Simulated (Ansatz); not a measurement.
`O[SiH](I)[SiH2]F` + `[CH3][GeH]([F])[Cl]` → `C[SiH](O)I` + `F[SiH2][GeH]([F])[Cl]`  (redistribution)

Isolated molecules relaxed with PBE0-D4/def2-TZVP in Ansatz; ΔE leaves out vibrations. CBS: MP2 limit from def2 TZ/QZ plus the TZ coupled-cluster correction, frozen cores. DFT in def2-TZVPP. B3LYP here is the variant with VWN-RPA as its local correlation; programs differ in this. def2 core potentials past Kr. For Ge, I outer-core shells are correlated without core-valence functions, which leaves a few kJ/mol of doubt a bond. Scalar relativity is left out up to krypton. One conformer a species, not always the lowest.

`O[SiH](I)[SiH2]F`:

Cartesian coordinates in Å:
```
O 0.364 0.727 1.764
Si -0.143 0.842 0.207
I -2.571 1.163 0.076
Si 0.371 -1.222 -0.778
F -0.114 -1.182 -2.306
H 0.174 1.450 2.364
H 0.437 2.028 -0.476
H -0.350 -2.314 -0.079
H 1.832 -1.491 -0.771
```

`[CH3][GeH]([F])[Cl]`:

```xyz
8

C    -0.512   -0.588   -0.744
Ge    0.439    0.564    0.472
F     1.994   -0.149    0.764
Cl   -0.550    0.590    2.374
H    -1.515   -0.200   -0.918
H     0.025   -0.645   -1.692
H    -0.582   -1.585   -0.308
H     0.702    2.013    0.053
```

`C[SiH](O)I`:

Z-matrix (Å, degrees):
```
C
Si 1 1.854
H 1 1.092 2 110.3
H 1 1.094 2 109.8 3 119.7
H 1 1.092 2 111.2 3 -120.0
O 2 1.638 1 113.4 3 -177.4
I 2 2.460 1 107.8 3 61.1
H 2 1.478 1 112.6 3 -57.5
H 6 0.959 2 118.4 1 -72.2
```

`F[SiH2][GeH]([F])[Cl]`:

Z-matrix (Å, degrees):
```
Si
Ge 1 2.397
F 1 1.595 2 108.2
H 1 1.482 2 109.1 3 118.7
H 1 1.482 2 110.2 3 -119.2
Cl 2 2.145 1 109.1 3 -49.8
F 2 1.738 1 108.2 3 64.9
H 2 1.537 1 119.5 3 -174.1
```

| level | ΔE (kJ/mol) |
| --- | --- |
| B3LYP-D4 | -19.6 |
| HF/def2-QZVPP | -18.0 |

Problem. What does CCSD(T)/CBS give? (An estimate is asked.)

Solution. The calculation gave: -15.6 kJ/mol. The listed levels differ from it by -4.0, -2.4 kJ/mol.

Largest T1 diagnostic among the species: 0.012.
